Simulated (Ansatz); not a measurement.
```yaml
crystal:
  periodic: [false, false, false]
  atoms:
    - {symbol: Sn, position_ang: [-0.000000, -0.000011, 0.000003]}
    - {symbol: I, position_ang: [0.010648, -0.017206, 2.677939]}
    - {symbol: I, position_ang: [2.521278, 0.010793, -0.902653]}
    - {symbol: I, position_ang: [-1.270265, 2.189753, -0.873563]}
    - {symbol: I, position_ang: [-1.261661, -2.183318, -0.901735]}
basis:
  gaussian: {orbitals: def2-TZVP}
total_charge: -1
magnetization: {spin_polarized: true, initial_magnetization: 1}
hamiltonian: {xc: {name: wB97X-V}}
output: {forces: true}
```

```sh
$ ansatz run in.yaml --threads 4 --pin off --events-out ev --progress --plain --max-ram 8704MiB
```

It prints (some lines left out):

```
Functional definition: wB97X-V
1988 factors; their error is unknown
368 factors; integrals over basis functions are off by at most 3.9e-5 eV
mean field evaluation 1: about -38239.0224 eV, gradient 1.6e1 eV
mean field evaluation 2: about -38238.8891 eV, gradient 2.2e1 eV
mean field evaluation 4: about -38240.6000 eV, gradient 4.6e-1 eV
mean field evaluation 8: about -38241.3695 eV, gradient 6.4e-1 eV
mean field evaluation 16: about -38241.3701 eV, gradient 4.5e-5 eV
mean field -38241.37012648 eV, -1405.3444312164 hartree, gradient 4.5e-5 eV, S^2 0.760468; 0 other end points of the search recorded, 0 dependent functions left out
reference -38241.37012475 eV, -1405.3444311529 hartree; 62, 61 occupied and 188, 189 virtual orbitals, 1988 factors
Total energy: -38241.37012475 eV, -1405.3444311529 hartree
Atom 0 at    -0.000000    -0.000011     0.000003 Å, force    -0.000009     0.000028    -0.000008 eV/Å
Atom 1 at     0.010648    -0.017206     2.677939 Å, force     0.006083    -0.009829     1.529883 eV/Å
Atom 2 at     2.521278     0.010793    -0.902653 Å, force     1.440374     0.006168    -0.515675 eV/Å
Atom 3 at    -1.270265     2.189753    -0.873563 Å, force    -0.725668     1.250951    -0.499044 eV/Å
Atom 4 at    -1.261661    -2.183318    -0.901735 Å, force    -0.720780    -1.247319    -0.515156 eV/Å
Dipole moment:     0.000001    -0.000003     0.000001 e Å
```

It took 18 s on 4 threads of Intel Xeon 6975P-C on a shared host, peak host memory 2.1 GiB.

In the def2 sets I, Sn take a core potential; there is no spin–orbit coupling. The highest occupied level of an anion often lies above zero with these methods, and sets without diffuse functions describe the outer electron poorly.

The dipole of an ion depends on the origin.
